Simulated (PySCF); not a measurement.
Isomers of C7H6N2S, mass 150.025 u with the commonest isotopes. The calculation used PBE0/pcSseg-1 in PySCF (dipole) on a GFN2-xTB geometry, gas phase. One conformer each, none proved a minimum here; rigid rotors.

Question: Order these by rotational constant A, largest first.
A. `[N:1]#[C:2][c:3]1[cH:4][cH:5][cH:6][c:7]([SH:8])[c:9]1[NH2:10]` with C6–C7–S8–H -132°
B. `[CH2:1]=[N:2][c:3]1[cH:4][s:5][c:6]2[cH:7][cH:8][nH:9][c:10]12` with C1–N2–C3–C4 -29°
C. `[CH:1]#[C:2][c:3]1[cH:4][n:5][n:6][cH:7][c:8]1[S:9][CH3:10]` with C7–C8–S9–C10 177°

Answer: A (2049 MHz), B (1915 MHz), C (1702 MHz).

Question: Order these by dipole moment, largest first.
A. `[CH:1]#[C:2][c:3]1[cH:4][n:5][n:6][cH:7][c:8]1[S:9][CH3:10]` with C7–C8–S9–C10 177°
B. `[N:1]#[C:2][c:3]1[cH:4][cH:5][cH:6][c:7]([SH:8])[c:9]1[NH2:10]` with C6–C7–S8–H -132°
C. `[CH2:1]=[N:2][c:3]1[cH:4][s:5][c:6]2[cH:7][cH:8][nH:9][c:10]12` with C1–N2–C3–C4 -29°
D. `Cc1cccc2snnc12`

Answer: A (5.63 D), D (3.55 D), B (2.87 D), C (1.75 D).

Question: Order these by rotational constant B, largest first.
A. `Cc1cccc2snnc12`
B. `[CH:1]#[C:2][c:3]1[cH:4][n:5][n:6][cH:7][c:8]1[S:9][CH3:10]` with C7–C8–S9–C10 177°
C. `[N:1]#[C:2][c:3]1[cH:4][cH:5][cH:6][c:7]([SH:8])[c:9]1[NH2:10]` with C6–C7–S8–H -132°

Answer: A (1167 MHz), B (1096 MHz), C (897.8 MHz).

| SMILES | point group | Ia (u·Å²) | Ib (u·Å²) | Ic (u·Å²) | κ | μa (D) | μb (D) | μc (D) |
| --- | --- | --- | --- | --- | --- | --- | --- | --- |
| N#Cc1cccc(S)c1N | – | 246.62 | 562.89 | 807.20 | -0.62 | 2.83 | 0.48 | 0.00 |
| C#Cc1cnncc1SC | near Cs | 296.85 | 461.10 | 754.49 | -0.17 | 5.40 | 1.60 | 0.06 |
| Cc1cccc2snnc12 | near Cs | 242.34 | 433.07 | 672.31 | -0.38 | 2.42 | 2.59 | 0.02 |
| C=Nc1csc2cc[nH]c12 | C1 | 263.85 | 453.91 | 714.06 | -0.33 | 0.95 | 1.36 | 0.56 |
